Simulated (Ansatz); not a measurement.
Total energies of Si(GeH3)2H2 (SiGe2H8) from Ansatz at PBE0-D4/def2-TZVP, gas phase (1 Eh = 27.2114 eV = 2625.5 kJ/mol). The reference geometry is relaxed at PBE0-D4/def2-SVP.

```tsv
state	geometry	energy (Eh)
charge 0 singlet	reference	-4447.66353
charge 1 doublet	reference	-4447.30506
charge 1 doublet	relaxed at PBE0-D4/def2-SVP	-4447.33231
free Si atom (triplet)	–	-289.24943
free Ge atom (triplet)	–	-2076.65516
free H atom (doublet)	–	-0.50104
```

Q: Work out the vertical ionisation energy to the doublet.

A: E(charge 1 doublet) − E(charge 0 singlet) = -4447.30506 − (-4447.66353) = 0.35847 Eh = 9.75 eV. For comparison, −ε of the highest occupied level is 7.94 eV at this level, 1.81 eV less.

Q: How much does the charge 1 doublet relax, and what is the adiabatic ionisation energy?

A: Relaxation: -4447.30506 − (-4447.33231) = 0.02725 Eh = 0.74 eV. Adiabatic ionisation energy: 0.33122 Eh = 9.01 eV, without zero-point energy. 

Q: What is the binding energy per atom against free atoms?

A: Atoms: 1 × (-289.24943) + 2 × (-2076.65516) + 8 × (-0.50104) = -4446.56807 Eh. Binding: -4446.56807 − (-4447.66353) = 1.09546 Eh = 29.81 eV, or 2.71 eV for each of 11 atoms (no zero-point energy, no counterpoise term).
